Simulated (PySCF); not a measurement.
cyclopentene (C5H8), SMILES C1CCC=C1.

Coordinates come from a B3LYP-D3(BJ)/def2-SVP optimisation. One conformer was computed; it need not be the lowest.

Calculation: PySCF with HF/def2-TZVP.

Symmetry labels are those of the subgroup Cs that the program uses (full group Cs).

Computed valence orbital energies around the gap with their symmetry:
| orbital | symmetry | energy (eV) |
|---|---|---|
| HOMO−7 | A' | -17.13 |
| HOMO−6 | A" | -14.86 |
| HOMO−5 | A' | -14.43 |
| HOMO−4 | A" | -13.30 |
| HOMO−3 | A' | -13.26 |
| HOMO−2 | A' | -13.07 |
| HOMO−1 | A" | -12.85 |
| HOMO | A' | -9.22 |
| LUMO | A' | 3.85 |
| LUMO+1 | A" | 4.47 |
| LUMO+2 | A" | 4.77 |
| LUMO+3 | A' | 4.93 |
